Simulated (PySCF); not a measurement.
Si3PH8OF

Si3PH8OF is a small molecule, neutral, singlet. The structure, one conformer, was relaxed in the gas phase by PBE0-D3(BJ)/def2-SVP. No frequency run checks that it is a minimum.

SMILES: F[SiH](O[SiH3])P[SiH3]

| atom | x (Å) | y (Å) | z (Å) |
| --- | --- | --- | --- |
| Si1 | -1.031 | 0.878 | -1.046 |
| O2 | -0.323 | 1.677 | 0.199 |
| Si3 | 0.667 | 1.581 | 1.534 |
| F4 | 0.043 | 0.745 | -2.259 |
| P5 | -1.611 | -1.235 | -0.539 |
| Si6 | 0.511 | -2.027 | -0.625 |
| H7 | -2.161 | 1.698 | -1.541 |
| H8 | 2.096 | 1.606 | 1.111 |
| H9 | 0.372 | 2.749 | 2.409 |
| H10 | 0.386 | 0.316 | 2.277 |
| H11 | -1.611 | -1.002 | 0.871 |
| H12 | 0.560 | -3.263 | 0.210 |
| H13 | 0.812 | -2.364 | -2.044 |
| H14 | 1.535 | -1.061 | -0.118 |

Shieldings: GIAO PBE0/pcSseg-1. Shifts are against computed references at the same level: H TMS (σ 31.27 ppm), Si TMS (σ 352.0 ppm). Core levels by delta-SCF with SCAN, pcX-2 on the ionised atom and pcseg-1 elsewhere, spin-free X2C (2p3/2 is the spin-free 2p value less a third of a first-order spin-orbit splitting); from the vacuum level, for chosen atoms.

(1) Give the NMR and core-level values of the distinct atoms.

(2) Which of Si1, Si3 holds its core electrons tightest, and by how much against the loosest?

(3) By CAM-B3LYP/def2-SVPD (TDDFT singlets, Tamm-Dancoff triplets, ionisation by delta-SCF), where does absorption start, and what does vertical ionisation take?

Answers

(1) 
```
      atoms              bonded to  σ (ppm)  δ (ppm)  core level (eV)
        Si1  1 F + 1 O + 1 P + 1 H    355.3     -3.3     2p3/2 108.28
         O2                   2 Si    269.9        -        1s 538.25
        Si3              1 O + 3 H    390.8    -38.8     2p3/2 107.88
         F4                   1 Si    316.0        -        1s 692.26
         P5             2 Si + 1 H    621.7        -     2p3/2 136.06
        Si6              1 P + 3 H    429.4    -77.4                -
         H7                   1 Si    25.76     5.50                -
  H8 H9 H10                   1 Si    26.28     4.99                -
        H11                    1 P    30.07     1.20                -
H12 H13 H14                   1 Si    27.03     4.24                -
```

Values are those of this one static structure, with the three H of a rotating XH3 group averaged; atoms that internal rotation interchanges would show their mean in an NMR spectrum.

(2) Si1 (bonded to 1 F + 1 O + 1 P + 1 H), by 0.40 eV over Si3 (bonded to 1 O + 3 H).

(3) The lowest singlet lies at 6.01 eV (f 0.012), the strongest of the first 6 at 7.17 eV (f 0.101), the lowest triplet at 5.44 eV; vertical ionisation takes 9.61 eV.

The 3 runs behind this took 3.2 min in all, one thread each of Arm Neoverse V1 on a shared host, launched as `OMP_NUM_THREADS=1 python cluster_run.py task.json out`.
